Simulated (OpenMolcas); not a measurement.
A calculation on Fe V.

* Program: OpenMolcas 26.06
* Method: MS-RASPT2, IPEA 0.25 Eh, imaginary shift 0.1 Eh (closed shells correlated: 3s)
* Basis: ANO-RCC-VTZP [6s5p3d2f1g]
* Scalar Hamiltonian: DKH2, point nucleus
* Active space: 10 electrons in 8 orbitals (RAS1 3p, at most 2 holes; RAS2 3d)
* State averaging: 2S+1 = 5 even, 5 roots; 2S+1 = 3 even, 45 roots; 2S+1 = 1 even, 44 roots
* Spin-orbit coupling: state interaction with AMFI integrals over the reference wave functions, term energies averaged over their components

**Question.** Which level of the active space comes out lowest?

**Answer.** 3d⁴ ⁵D₀, with 100 % of that term; it is also the measured ground level.

**Question.** How high does 3d⁴ ³P₀(1) lie?

**Answer.** 24870 cm⁻¹ above the lowest level; measured 24055 cm⁻¹ above the ground level, so the calculation is off by +3 %.

**Question.** How high does 3d⁴ ³P₁(1) lie?

**Answer.** 25810 cm⁻¹ above the lowest level; measured 24973 cm⁻¹ above the ground level, so the calculation is off by +3 %.

**Question.** How high does 3d⁴ ⁵D₁ lie?

**Answer.** 158 cm⁻¹ above the lowest level; measured 142 cm⁻¹ above the ground level, so the calculation is off by +11 %.

Measured values: Corliss and Sugar, J. Phys. Chem. Ref. Data 11, 135 (1982).

CASPT2 breaks the degeneracy within a term, and the mean is taken; among the terms shown or strongly mixed into the levels shown the widest spread is 58 cm-1 (3d⁴ ⁵D). Active for correlation alone: 3p; no level in the range computed is led by a configuration that opens it, so any true level of that kind is missing. Computed and measured levels are paired by configuration, term and J; levels that our copy of the source lacks, or whose pairing is in doubt (as where it misses far off the trend of its configuration), stay unpaired and out of the deviations. Only configurations of the active space appear.

A number in round brackets counts repeated terms of one configuration in the order of the reference energies.
